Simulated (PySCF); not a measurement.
**Correlation energy of Bi³⁺ (bismuth, charge +3)**

[Xe] 4f14 5d10 6s2, closed-shell 1S. Calculation: PySCF 2.14, in def2-TZVPPD with the def2 core potential (60 electrons); a scalar-relativistic core potential. Frozen: 5s2 5p6 5d10; 2 electrons correlated.

With two correlated electrons CCSD is exact within the correlated space (frozen core and kept virtual orbitals).

| level | correlation energy (mhartree) |
| --- | --- |
| CCSD | -28.05 |

Diagnostics: T1 = 0.0018, D1 = 0.0026, largest double amplitude 0.075.

Question: Is a single reference adequate?

Answer: Mostly. T1 lies below 0.03, but a double amplitude of this size points to a near-degeneracy that CCSD handles and MP2 describes poorly.
